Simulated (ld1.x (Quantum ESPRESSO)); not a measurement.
**Tl: excitation energies, all-electron against PAW**

* Element: Tl (Z = 81)
* Generator: ld1.x (Quantum ESPRESSO) 7.5
* Type: PAW
* Functional: PBE
* Relativity: scalar-relativistic
* Frozen core: [Kr] 4d10 4f14
* Valence charge: 21
* Reference configuration: 5s2 5p6 5d10 6s2 6p1
* Partial waves: 5s (bound): rcut 1.20, rcutus 1.55 bohr; 6s (bound): rcut 1.20, rcutus 1.55 bohr; 5p (bound): rcut 1.55, rcutus 1.95 bohr; 6p (bound): rcut 1.55, rcutus 1.95 bohr; 5d (bound): rcut 1.10, rcutus 1.20 bohr; 5d channel at -0.85 Ry: rcut 1.10, rcutus 1.20 bohr
* Local potential: all-electron potential smoothed inside 1.70 bohr (lloc = -2)
* Core correction: a·sin(br)/r model core, default radius (ld1.x builds one for every PAW set, though the input has nlcc=.false.)
* Augmentation charge: PSQ, inside the norm-conserving radii

Energies are relative to the spin-unpolarised reference configuration 5s2 5p6 5d10 6s2 6p1; without spin polarisation the order of configurations can differ from experiment.

```
 valence configuration  charge  ΔE all-electron (eV)  error AE − PS (meV)
  5s2 5p6 5d10 6s1 6p0      +2                25.947                 -9.5
  5s2 5p6 5d10 6s0 6p0      +3                56.087                  -19
  5s2 5p6 5d10 6s1 6p1      +1                13.444                 -4.0
5s2 5p6 5d10 6s2 6p1.3    -0.3                -0.494                 +0.2
5s2 5p6 5d10 6s2 6p0.5    +0.5                 1.853                 -0.8
```

Problem. What are ΔE and the potential's error for 5s2 5p6 5d9 6s0 6p0?

Solution. ΔE = 107.876 eV all-electron; the error (AE − PS) is -40 meV.

Problem. What are ΔE and the potential's error for 5s2 5p6 5d10 6s2 6p0?

Solution. ΔE = 5.167 eV all-electron; the error (AE − PS) is -2.3 meV.

Levels in the configuration 5s2 5p6 5d10 6s2 6p1.3:

```
level  all-electron (eV)  pseudo (eV)
   5s           -129.268     -129.266
   5p            -74.362      -74.361
   5d            -13.751      -13.750
   6s             -7.887       -7.887
   6p             -0.957       -0.957
```
